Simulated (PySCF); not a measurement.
# Correlation energy of N⁺ (nitrogen, charge +1)

[He] 2s2 2p2, high-spin 3P determinant. Computed with PySCF 2.14 in cc-pVDZ (3s2p1d, 14 functions), with the non-relativistic Hamiltonian (point nucleus). Frozen: 1s2; 4 electrons correlated.

MP2 pair energies summed by pair of shells (mhartree):

```csv
pair,energy,share (%)
2s-2p,-31.54,58.5
2s-2s,-17.19,31.9
2p-2p,-5.17,9.6
```

Total MP2 correlation energy: -53.90 mhartree.

Same-spin part -8.64 and opposite-spin part -45.27 mhartree; SCS-MP2 scales them by 1/3 and 6/5 to -57.20 mhartree.

| level | correlation energy (mhartree) |
| --- | --- |
| CCSD | -75.76 |
| (T) | -0.75 |
| CCSD(T) | -76.51 |

Diagnostics: T1 = 0.0055, D1 = 0.0104, largest double amplitude 0.124.

Cost of the coupled-cluster step: 0.06 s of wall time on 1 thread of Neoverse-V2 (shared host), for 4 correlated electrons.

Iterations:

```
CC2 = 0
CCSD nocc = (np.int64(3), np.int64(1)), nmo = (13, 13)
frozen orbitals [[0], [0]]
max_cycle = 100
direct = 0
conv_tol = 1e-08
conv_tol_normt = 1e-06
diis_space = 8
diis_start_cycle = 0
Init t2, MP2 energy = -0.0539045400004656
Init E_corr(UCCSD) = -0.0539045400020945
cycle = 1  E_corr(UCCSD) = -0.0681599798211589  dE = -0.0142554398  norm(t1,t2) = 0.04139
cycle = 2  E_corr(UCCSD) = -0.0726275618857082  dE = -0.00446758206  norm(t1,t2) = 0.0179559
cycle = 3  E_corr(UCCSD) = -0.0758266827699267  dE = -0.00319912088  norm(t1,t2) = 0.00881611
cycle = 4  E_corr(UCCSD) = -0.0757474838544351  dE = 7.91989155e-05  norm(t1,t2) = 0.00105418
cycle = 5  E_corr(UCCSD) = -0.0757599936777694  dE = -1.25098233e-05  norm(t1,t2) = 0.000145889
cycle = 6  E_corr(UCCSD) = -0.0757551373745596  dE = 4.85630321e-06  norm(t1,t2) = 1.95411e-05
cycle = 7  E_corr(UCCSD) = -0.0757572315027999  dE = -2.09412824e-06  norm(t1,t2) = 4.72281e-06
cycle = 8  E_corr(UCCSD) = -0.0757566089390998  dE = 6.225637e-07  norm(t1,t2) = 1.70694e-06
cycle = 9  E_corr(UCCSD) = -0.0757566015366683  dE = 7.40243146e-09  norm(t1,t2) = 1.24039e-07
UCCSD converged
E(UCCSD) = -53.95622450174176  E_corr = -0.07575660153666833
UCCSD(T) correction = -0.00075380955310657
```
